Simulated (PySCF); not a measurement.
Isomers of C6H2F4, one conformer each; single-point electronic energies without zero-point terms and without any empirical dispersion term.

Computed with PySCF at wB97X-D/pcSseg-2, non-relativistic, each on one gas-phase PBE0-D3(BJ)/def2-TZVP geometry that isn't relaxed in the solvent. The solvent is an IEF-PCM continuum (van der Waals radii × 1.2). Only the electrostatic response of the medium enters.

| isomer | relative energy, gas (kJ/mol) | dipole (D) |
| --- | --- | --- |
| `c1(F)cc(F)c(F)cc1F` | 0.0 | 0.00 |
| `FC1=C(F)C(F)=C(F)C=C1` | 13.2 | 2.44 |

Q: How do the relative energies look in chloroform (ε = 4.711)?

A: 
```csv
isomer,"relative energy, solvent (kJ/mol)",E(solvent) − E(gas) (kJ/mol),dipole in solvent (D)
`c1(F)cc(F)c(F)cc1F`,0.0,-10.3,0.00
`FC1=C(F)C(F)=C(F)C=C1`,13.8,-9.7,2.99
```

The order is unchanged. `c1(F)cc(F)c(F)cc1F` gains most from the continuum, while `FC1=C(F)C(F)=C(F)C=C1` has the largest gas-phase dipole. The gains span 0.6 kJ/mol, the gas-phase energies 13.2 kJ/mol.
